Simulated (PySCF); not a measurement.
## How methods differ on the ionisation energy of Ru³³⁺

Ru³³⁺ [Ne] 3s1 (2S) → Ru³⁴⁺ [Ne] (1S), as a difference of total energies. All numbers are calculated (PySCF 2.14, the spin-free X2C one-electron Hamiltonian (Gaussian nucleus), in an even-tempered Gaussian basis (18 s from 5 bohr⁻², ratio 2.5; 11 p from 6.5 bohr⁻², ratio 2.5; 4 d from 24 bohr⁻², ratio 2.7; 4 f from 36 bohr⁻², ratio 2.7)). Correlated levels: outer shells: 1s2 frozen; virtual orbitals above 40 to 60 times the deepest correlated orbital energy dropped. The calculations carry no spin-orbit coupling.

```
                method  ionisation energy (eV)
                   UHF                  2012.2
    MP2 (outer shells)                  2012.9
SCS-MP2 (outer shells)                  2012.8
   CCSD (outer shells)                  2012.9
CCSD(T) (outer shells)                  2012.9
```

Breit and QED terms and the two-electron picture change are absent.

For comparison: 2013.04 ± 0.06 eV (semi-empirical (NIST evaluation); NIST Atomic Spectra Database, ionization energies).
